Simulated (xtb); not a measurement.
norbornene (C7H10), singlet, geometry from GFN2-xTB; GFN2-xTB run with xtb.

xtb was given this input:
```
$ xtb mol.xyz --gfn 2 --chrg 0 --uhf 0 --json

# file mol.xyz
17

C      1.32272087     0.39661170    -0.60874745
C      0.65583113     1.35910106     0.01395122
C     -0.43951356     0.70426990     0.81546597
C     -1.46376090     0.19257323    -0.22539064
C     -0.68939898    -0.92502547    -0.94843992
C      0.68183838    -0.91412254    -0.23158024
C      0.24857962    -0.60772382     1.20556367
H      2.12640607     0.49233259    -1.31606908
H      0.78895133     2.42261564    -0.06724000
H     -0.87275457     1.30119303     1.61455339
H     -1.77485822     0.98803604    -0.90137047
H     -2.34972375    -0.19703434     0.27552267
H     -0.58178691    -0.73386547    -2.01538361
H     -1.17515213    -1.89223615    -0.82121665
H      1.28069447    -1.80677471    -0.39619861
H      1.09152160    -0.45950682     1.87923150
H     -0.43107726    -1.34886421     1.62323525
```

Question: Predict the main parts of the log of this xtb run.

Answer: 
```
   ID    Z sym.   atoms
    1    6 C      1-7
    2    1 H      8-17

           -------------------------------------------------
          |                Calculation Setup                |
           -------------------------------------------------

           -------------------------------------------------
          |                 G F N 2 - x T B                 |
           -------------------------------------------------

          ...................................................
          :                      SETUP                      :
          :.................................................:
          :  # basis functions                  38          :
          :  # atomic orbitals                  38          :
          :  # shells                           24          :
          :  # electrons                        38          :
          :  max. iterations                   250          :
          :  Hamiltonian                  GFN2-xTB          :
          :  restarted?                      false          :
          :  GBSA solvation                  false          :
          :  PC potential                    false          :
          :  electronic temp.          300.0000000     K    :
          :  accuracy                    1.0000000          :
          :  -> integral cutoff          0.2500000E+02      :
          :  -> integral neglect         0.1000000E-07      :
          :  -> SCF convergence          0.1000000E-05 Eh   :
          :  -> wf. convergence          0.1000000E-03 e    :
          :  Broyden damping             0.4000000          :
          :  net charge                          0          :
          :  unpaired electrons                  0          :
          ...................................................

 iter      E             dE          RMSdq      gap      omega  full diag
   1    -20.3486545 -0.203487E+02  0.288E+00    5.12       0.0  T
   2    -20.3851892 -0.365347E-01  0.166E+00    5.09       1.0  T
   3    -20.3857776 -0.588423E-03  0.714E-01    5.04       1.0  T
   4    -20.3859057 -0.128135E-03  0.934E-02    5.05       1.0  T
   5    -20.3859392 -0.334236E-04  0.417E-02    5.04       1.0  T
   6    -20.3859399 -0.732274E-06  0.156E-02    5.04       1.6  T
   7    -20.3859406 -0.738713E-06  0.106E-03    5.04      22.9  T
   8    -20.3859406 -0.106395E-08  0.461E-04    5.04      52.7  T
   9    -20.3859406 -0.292530E-09  0.777E-05    5.04     312.2  T

[...]
         :: total energy             -20.067731523465 Eh    ::
[...]
largest (>0.10) Wiberg bond orders for each atom

 ---------------------------------------------------------------------------
     #   Z sym  total        # sym  WBO       # sym  WBO       # sym  WBO
 ---------------------------------------------------------------------------
     1   6 C    3.987 --     2 C    1.921     6 C    1.012     8 H    0.972
     2   6 C    3.987 --     1 C    1.921     3 C    1.012     9 H    0.972
     3   6 C    3.994 --     2 C    1.012     7 C    0.989    10 H    0.973
                             4 C    0.969
     4   6 C    3.997 --     5 C    1.009    11 H    0.982    12 H    0.979
                             3 C    0.969
     5   6 C    3.997 --     4 C    1.009    13 H    0.982    14 H    0.979
                             6 C    0.969
     6   6 C    3.994 --     1 C    1.012     7 C    0.989    15 H    0.973
                             5 C    0.969
     7   6 C    3.995 --     6 C    0.989     3 C    0.989    16 H    0.979
                            17 H    0.978
     8   1 H    0.999 --     1 C    0.972
     9   1 H    0.999 --     2 C    0.972
    10   1 H    0.999 --     3 C    0.973
    11   1 H    0.999 --     4 C    0.982
    12   1 H    0.999 --     4 C    0.979
    13   1 H    0.999 --     5 C    0.982
    14   1 H    0.999 --     5 C    0.979
    15   1 H    0.999 --     6 C    0.973
    16   1 H    0.999 --     7 C    0.979
    17   1 H    0.999 --     7 C    0.978
 ---------------------------------------------------------------------------

Topologies differ in total number of bonds
Writing topology from bond orders to xtbtopo.mol

molecular dipole:
                 x           y           z       tot (Debye)
 q only:       -0.113      -0.093       0.023
   full:       -0.144      -0.094      -0.009       0.438
molecular quadrupole (traceless):
                xx          xy          yy          xz          yz          zz
 q only:       -0.045      -0.074       0.074      -0.102       0.050      -0.029
  q+dip:       -0.525      -0.056       1.004      -1.516      -0.112      -0.480
   full:       -0.290      -0.025       0.458      -0.699      -0.118      -0.168

           -------------------------------------------------
          | TOTAL ENERGY              -20.067731523465 Eh   |
          | GRADIENT NORM               0.000048262404 Eh/α |
          | HOMO-LUMO GAP               5.044915800876 eV   |
           -------------------------------------------------

normal termination of xtb
```
